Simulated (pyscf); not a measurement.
Single points on ωB97X-D3(BJ)/def2-SVP structures (PySCF, gas phase).

SMILES: OB(O)OB(Cl)Cl
```xyz
9

O     -0.2111    -0.0767     1.6258
B     -0.7816    -0.2030     0.3957
O     -1.2185    -1.4006    -0.0608
O     -0.9677     0.9288    -0.3950
B     -0.7849     1.1403    -1.7055
Cl    -1.5214     2.5445    -2.4628
Cl     0.2246     0.0778    -2.6822
H      0.0437     0.8303     1.8272
H     -1.0552    -2.1107     0.5701
```

**Question.** How much does it cost (ΔH, 298 K, ωB97M-D3(BJ)/def2-TZVP) to split `[OH][B]([OH])[O][B]([Cl])[Cl]` at its B–O bond into •O–B(OH)–OH + [Cl–B–Cl]•?

**Answer.** B–O to •O–B(OH)–OH + [Cl–B–Cl]•: 144.4 kcal/mol. The 7 functionals that were run give +135.5 (r²SCAN) to +144.5 kcal/mol (M06-2X). The radicals are drawn with the spin at the cut bond; how far it spreads was not checked. Other isomers of •O–B(OH)–OH were not searched in full and may lie lower.
